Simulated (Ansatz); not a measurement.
Molecule: diiodo(methyl)borane, CH₃BI₂, net charge 0, singlet state. SMILES: CB(I)I
Geometry: optimised at B3LYP-D3(BJ)/def2-TZVP (Ansatz, a quantum-chemistry and plane-wave program).

Property: vertical electron affinity (to the doublet state of charge -1; a negative value means that the extra electron is unbound and the number depends on the basis; each state is the SCF solution reached for its spin), in eV. Cores are frozen in the correlated levels unless marked. UHF or UKS for open shells. Spin-orbit coupling is left out. The frozen core is the preceding noble-gas configuration, with the filled d and f shells of earlier blocks. Past Kr the def2 sets carry scalar-relativistic core potentials. Anions need diffuse functions: def2-D sets add few. CBS marks a two-point X^-3 extrapolation of the correlation energy; Hartree-Fock from the larger set. The bracket is a focal-point correction in the basis named.

```
level                                                          program  vertical electron affinity (eV)
-------------------------------------------------------------  -------  -------------------------------
RI-MP2/CBS(def2-TZVPPD,def2-QZVPPD)                             Ansatz                             0.33
SCS-MP2/def2-TZVPPD                                             Ansatz                             0.12
SCS-MP2/def2-QZVPPD                                             Ansatz                             0.18
CCSD/def2-TZVPPD                                                Ansatz                             0.26
RI-MP2/CBS(def2-TZVPPD,def2-QZVPPD)+[CCSD(T)-MP2]/def2-SVPD     Ansatz                             0.37
RI-MP2/CBS(def2-TZVPPD,def2-QZVPPD)+[CCSD(T)-MP2]/def2-QZVPPD   Ansatz                             0.40
CCSD(T)/CBS(def2-TZVPPD,def2-QZVPPD)                            Ansatz                             0.41
```
